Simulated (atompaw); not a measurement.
# An all-electron radial function and its pseudo partner (chromium (Cr))

Columns: radius, all-electron u(r) and pseudo u(r) of the 4p shell (level -0.99 eV) of chromium in the configuration [Ne] 3s2 3p6 3d5 4s1 4p0; PBE, scalar-relativistic, PAW (atompaw) scheme, atompaw 4.2.0.5.

```json
{"r (bohr)": "0.110", "all-electron": "0.0778", "pseudo": "-0.0224"}
{"r (bohr)": "0.219", "all-electron": "0.0691", "pseudo": "-0.0833"}
{"r (bohr)": "0.329", "all-electron": "-0.0050", "pseudo": "-0.1690"}
{"r (bohr)": "0.438", "all-electron": "-0.0794", "pseudo": "-0.2577"}
{"r (bohr)": "0.548", "all-electron": "-0.1294", "pseudo": "-0.3302"}
{"r (bohr)": "0.658", "all-electron": "-0.1505", "pseudo": "-0.3694"}
{"r (bohr)": "0.767", "all-electron": "-0.1472", "pseudo": "-0.3678"}
{"r (bohr)": "0.877", "all-electron": "-0.1265", "pseudo": "-0.3270"}
{"r (bohr)": "0.987", "all-electron": "-0.0947", "pseudo": "-0.2567"}
{"r (bohr)": "1.096", "all-electron": "-0.0569", "pseudo": "-0.1717"}
{"r (bohr)": "1.206", "all-electron": "-0.0158", "pseudo": "-0.0849"}
{"r (bohr)": "1.315", "all-electron": "0.0256", "pseudo": "-0.0083"}
{"r (bohr)": "1.425", "all-electron": "0.0666", "pseudo": "0.0545"}
{"r (bohr)": "1.535", "all-electron": "0.1060", "pseudo": "0.1035"}
{"r (bohr)": "1.644", "all-electron": "0.1429", "pseudo": "0.1428"}
{"r (bohr)": "1.754", "all-electron": "0.1777", "pseudo": "0.1777"}
{"r (bohr)": "1.863", "all-electron": "0.2097", "pseudo": "0.2097"}
{"r (bohr)": "1.973", "all-electron": "0.2395", "pseudo": "0.2395"}
{"r (bohr)": "2.083", "all-electron": "0.2668", "pseudo": "0.2668"}
{"r (bohr)": "2.192", "all-electron": "0.2915", "pseudo": "0.2915"}
{"r (bohr)": "2.302", "all-electron": "0.3141", "pseudo": "0.3141"}
{"r (bohr)": "2.412", "all-electron": "0.3345", "pseudo": "0.3345"}
{"r (bohr)": "2.521", "all-electron": "0.3527", "pseudo": "0.3527"}
{"r (bohr)": "2.631", "all-electron": "0.3690", "pseudo": "0.3690"}
{"r (bohr)": "2.740", "all-electron": "0.3834", "pseudo": "0.3834"}
{"r (bohr)": "2.850", "all-electron": "0.3962", "pseudo": "0.3962"}
```

Q: How many radial nodes do the two functions have?

A: The all-electron 4p function has n − l − 1 = 2; the pseudo-wave has 1, since 1 lower shell of the same l stays in the valence.

Q: At about which radius was the pseudo-wave matched?

A: 1.75 bohr, where the columns begin to agree (steps of 0.11 bohr).

Q: Is the pseudo-wave norm-conserving?

A: No, it belongs to a PAW set: the norm inside the radius is not constrained, and the difference is carried by the augmentation charge.
